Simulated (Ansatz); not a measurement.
Ansatz (a quantum-chemistry and plane-wave program) input (B3LYP-D3(BJ)/def2-TZVP):

Ansatz 0.2 input:
```yaml
crystal:
  periodic: [false, false, false]
  atoms:
    - {symbol: C, position_ang: [-0.88229264, -0.07362271, -0.22588310]}
    - {symbol: C, position_ang: [0.52950924, -0.10019408, 0.07568568]}
    - {symbol: Cl, position_ang: [1.24145873, 1.62652522, -0.02928337]}
    - {symbol: Cl, position_ang: [1.40157550, -1.06524995, -1.12037015]}
    - {symbol: Cl, position_ang: [0.89240994, -0.67730321, 1.70823236]}
    - {symbol: Cl, position_ang: [-1.99587291, 0.35449218, 0.94847243]}
    - {symbol: H, position_ang: [-1.22001324, -0.11712806, -1.24684887]}
basis:
  gaussian:
    orbitals: def2-TZVP
hamiltonian:
  xc: b3lyp
  dispersion: d3bj
magnetization: {spin_polarized: true, initial_magnetization: 1}
relax: {f_tol: 0.002, max_steps: 150}
```

End of the output:

```
1456 factors; their error is unknown
mean field: 2.32 GiB planned
mean field -52182.68636108 eV, -1917.6783530744 hartree, gradient 1.7e-5 eV, S^2 0.754975; 0 other end points of the search recorded, 0 dependent functions left out
the calculation of the forces begins
reference -52182.68664250 eV, -1917.6783634167 hartree; 41, 40 occupied and 175, 176 virtual orbitals, 1456 factors
relax step  10: F+E_penalty+E_count = -52183.22219856 eV  Δ(F+E_penalty+E_count) = -9.342e-6 eV  max|allowed force component| = 4.288e-3 eV/Å  Δτ_max = 0.0020 Å  (28 SCF iters, accepted)
these checks for a lower state are left out or cut short: starts, cluster_reference, orbital_swaps, neighbouring_geometries, increment
integrals: 0.19 GiB planned
1456 factors; their error is unknown
mean field: 2.32 GiB planned
mean field -52182.68634198 eV, -1917.6783523727 hartree, gradient 1.3e-5 eV, S^2 0.754975; 0 other end points of the search recorded, 0 dependent functions left out
the calculation of the forces begins
reference -52182.68662341 eV, -1917.6783627148 hartree; 41, 40 occupied and 175, 176 virtual orbitals, 1456 factors
relax step  11: F+E_penalty+E_count = -52183.22219930 eV  Δ(F+E_penalty+E_count) = -7.399e-7 eV  max|allowed force component| = 8.540e-4 eV/Å  Δτ_max = 0.0007 Å  (26 SCF iters, accepted)
integrals: 0.19 GiB planned
1456 factors; their error is unknown
mean field: 2.32 GiB planned
mean field evaluation 96: about -52182.5640 eV, gradient 1.1e0 eV
mean field -52182.68634198 eV, -1917.6783523727 hartree, gradient 1.3e-5 eV, S^2 0.754975; 1 other end points of the search recorded, 0 dependent functions left out
the calculation of the forces begins
reference -52182.68662341 eV, -1917.6783627148 hartree; 41, 40 occupied and 175, 176 virtual orbitals, 1456 factors
Total energy: -52183.22248073 eV, -1917.6980551080 hartree
Atom 0 at    -0.882537    -0.084796    -0.211988 Å, force     0.000854    -0.000005     0.000305 eV/Å
Atom 1 at     0.558942    -0.064304     0.081454 Å, force    -0.000800     0.000030    -0.000227 eV/Å
Atom 2 at     1.195650     1.641794     0.069866 Å, force     0.000007     0.000058     0.000020 eV/Å
Atom 3 at     1.399354    -0.994347    -1.192415 Å, force     0.000111    -0.000050    -0.000075 eV/Å
Atom 4 at     0.928329    -0.777070     1.686438 Å, force     0.000037    -0.000080     0.000062 eV/Å
Atom 5 at    -2.000882     0.562561     0.876353 Å, force    -0.000122     0.000099     0.000006 eV/Å
Atom 6 at    -1.232081    -0.336317    -1.199703 Å, force    -0.000087    -0.000053    -0.000091 eV/Å
Dipole moment:    -0.232710    -0.057675    -0.156267 e Å
```

It need not be the lowest isomer of its formula.
